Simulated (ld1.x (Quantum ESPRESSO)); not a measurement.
**Cutoff test, As (Z = 33), ultrasoft**

ld1.x (Quantum ESPRESSO) 7.5 input, shortened:

```
&input
   title='As', zed=33., rel=1, dft='PBESOL', iswitch=3,
   config='[Ar] 3d10 4s2 4p1.5 4d-2'
 /
 &inputp
   pseudotype=3, tm=.true., lloc=-1, rcloc=1.55,
   nlcc=.false.,
   which_augfun='PSQ', rmatch_augfun_nc=.true.
 /
6
4S  1  0   2.00   0.00  1.60  1.75  0.0
4S  1  0   0.00  -0.60  1.60  1.75  0.0
4P  2  1   1.50   0.00  1.40  1.85  0.0
4P  2  1   0.00  -1.00  1.40  1.85  0.0
4D  3  2  -2.00   0.50  1.30  1.45  0.0
4D  3  2  -2.00   2.65  1.30  1.45  0.0
 &test
   configts(1)='4s2 4p1.5'
 /
```

The pseudo-atom Hamiltonian at the reference potential is diagonalised in spherical Bessel functions j_l(qr) that vanish at 20 bohr, with q² up to the cutoff. All-electron valence levels (Ry): 4s -2.0806, 4p -1.3158.

Problem. How do the lowest levels (Ry) of each channel move with the cutoff, and are there ghosts?

Solution.

```
cutoff (Ry)     s #1     s #2     p #1     d #1     d #2     f #1  Σ f·Δε (mRy)
          8  -2.0767  -0.5545  -1.3119  -0.4718  -0.1929  -0.1587          14.3
         10  -2.0790  -0.5557  -1.3146  -0.4723  -0.1931  -0.1588           5.5
         12  -2.0802  -0.5564  -1.3153  -0.4723  -0.1931  -0.1588           2.2
         18  -2.0805  -0.5568  -1.3157  -0.4725  -0.1932  -0.1588           1.0
         21  -2.0806  -0.5568  -1.3158  -0.4730  -0.1933  -0.1588           0.7
         25  -2.0806  -0.5568  -1.3159  -0.4758  -0.1941  -0.1588           0.4
        400  -2.0808  -0.5569  -1.3159  -3.4739  -0.4642  -0.1588           0.0
```

Result: ghost state, extra bound levels that the all-electron valence spectrum of the same l lacks: d at -47.3 eV (a true bound ghost makes a file unfit for plane-wave use); 10 mRy is reached at 10 Ry and 1 mRy at 18 Ry.
